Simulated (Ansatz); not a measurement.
BeF2 (SMILES [F][Be][F]), charge 0, multiplicity 1, relaxed at each level with Ansatz (an electronic-structure program); harmonic frequencies from differences of analytic forces, average atomic masses, frozen cores.

Give the equilibrium geometry, the harmonic frequencies and the zero-point energy at B3LYP/def2-TZVPP.


(charge 0, multiplicity 1):
```xyz
3

F      0.000     0.000    -1.381
Be     0.000     0.000     0.000
F      0.000     0.000     1.381
```
Frequencies (cm⁻¹): 345, 345, 719, 1559. Zero-point energy 4.24 kcal/mol.

Give the equilibrium geometry, the harmonic frequencies and the zero-point energy at CCSD(T)/cc-pVQZ.


(charge 0, multiplicity 1):
```xyz
3

F      0.00000     0.00000    -1.37836
Be     0.00000     0.00000     0.00000
F      0.00000     0.00000     1.37836
```
Frequencies (cm⁻¹): 341, 341, 729, 1585. Zero-point energy 4.28 kcal/mol.
